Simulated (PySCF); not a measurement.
Species: trimethyl arsine, C3H9As.
SMILES with atom numbers: `[CH3:1][As:2]([CH3:3])[CH3:4]` (hydrogens: H5, H6, H7 on C1; H8, H9, H10 on C3; H11, H12, H13 on C4)

Linear response at PBE0/aug-cc-pVTZ (PySCF, frozen core in the response, non-relativistic). Geometry: PBE0-D3(BJ)/def2-TZVP; no solvent, vibrations or thermal averaging. Relativistic effects, spin–orbit coupling among them, are left out although an element past zinc is present.

Static isotropic polarisability: 73.91 au (10.95 Å³), principal values 68.0, 76.9, 76.9 au.

Task: What is the polarisability at 1064 nm and at the sodium D line?

Result: 74.80 au at 1064 nm (+1.2 %), 76.97 au at 589.3 nm (+4.1 %). The rise at 589.3 nm is 3.44 times that at 1064 nm; a pure ω² law gives 3.26. The lowest singlet lies at 223 nm, shorter than both wavelengths.

Task: What is the isotropic C6 coefficient between two such molecules, C6 = (3/π)∫α(iω)² dω?

Result: 1963 au (Eh·bohr⁶) by a ten-point quadrature over imaginary frequencies, which is 1170 eV·Å⁶ or 113 J·nm⁶/mol.

Task: Which effective excitation energy ω̄ makes London's formula C6 = (3/4)α²ω̄ exact here?

Result: ω̄ = 4·C6/(3α²) = 0.479 Eh = 13.0 eV. A one-pole form α(ω) = α/(1 − ω²/ω̄²) fitted to the 1064 nm value gives 10.7 eV.

Task: What molar refraction at the D line follows from R = (4π/3)·N_A·α′, with α′ the polarisability volume?

Result: α′ = 11.41 Å³ gives R = 28.77 cm³/mol, for isolated, non-vibrating species.

Task: What n − 1 at the D line would an ideal gas of it have at 273.15 K and 1 atm (2.6868 × 10¹⁹ cm⁻³), by n − 1 = 2π·N·α′?

Result: 19.25 × 10⁻⁴, a formal value whether or not that pressure can be reached.

Task: The lowest 10 singlets have (eV, f): 5.55, 0.003; 5.82, 0.089; 5.82, 0.088; 6.09, 0.184; 6.63, 0.015; 6.68, 0.010; 6.68, 0.011; 6.76, 0.003; 6.76, 0.002; 7.14, 0.028. What share of the static polarisability do they carry in the sum over states α = Σ f/ω²?

Result: 8.71 au, 11.8 % of α; the largest term, 3.68 au, is that of the state at 6.09 eV. Their oscillator strengths add up to 0.43. Higher states carry the rest.

Task: How many electrons N does the Slater–Kirkwood formula C6 = (3/4)·√N·α^(3/2) need to give this C6?

Result: N = (4·C6/3)²/α³ = 17.0; the species has 60 electrons in all.

Time: 36 s wall, 80 s CPU (grids of density and orbitals included); peak memory 1.9 GiB. Hardware: Intel Xeon 6975P-C, 2 threads, shared host. This is the whole response run at PBE0/aug-cc-pVTZ, SCF included.
